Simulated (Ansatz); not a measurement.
Start from `N[SiH2]N[SiH2]Cl` and change one atom or group to get `CCN[SiH2]Cl`.

Ansatz, PBE0-D4/def2-TZVP geometries, multiplicity 1. Each molecule was computed in one conformer, which needn't be the lowest.

```json
{"property": "HOMO–LUMO gap (B3LYP/def2-TZVPP) / eV", "`N[SiH2]N[SiH2]Cl`": "7.55"}
{"property": "HOMO–LUMO gap (PBE/def2-TZVPP) / eV", "`N[SiH2]N[SiH2]Cl`": "5.77"}
{"property": "HOMO–LUMO gap (ωB97M-V/def2-TZVPP) / eV", "`N[SiH2]N[SiH2]Cl`": "11.96"}
{"property": "LUMO energy (PBE0/def2-TZVPP) / eV", "`N[SiH2]N[SiH2]Cl`": "0.44"}
{"property": "size of the dipole moment (B3LYP/def2-TZVPP) / D", "`N[SiH2]N[SiH2]Cl`": "2.00"}
{"property": "LUMO energy (B3LYP/def2-TZVPP) / eV", "`N[SiH2]N[SiH2]Cl`": "0.22"}
```

Problem. What does the change do to each property? (Best estimate.)

Solution. The calculation gave: 
```
                                        property  `CCN[SiH2]Cl`  shift
           HOMO–LUMO gap (B3LYP/def2-TZVPP) / eV           7.41  -0.14
             HOMO–LUMO gap (PBE/def2-TZVPP) / eV           5.70  -0.07
         HOMO–LUMO gap (ωB97M-V/def2-TZVPP) / eV          11.78  -0.18
              LUMO energy (PBE0/def2-TZVPP) / eV           0.59   0.15
size of the dipole moment (B3LYP/def2-TZVPP) / D           2.22   0.22
             LUMO energy (B3LYP/def2-TZVPP) / eV           0.34   0.12
```

With PBE0 the HOMO rises by 0.27 eV and the LUMO rises by 0.15 eV, so the gap narrows by about 0.12 eV. PBE moves the HOMO by 0.22 eV and ωB97M-V by 0.30 eV. Dipoles are sizes alone; their direction can turn.

B3LYP here is the variant with VWN-RPA as its local correlation; programs differ in this.
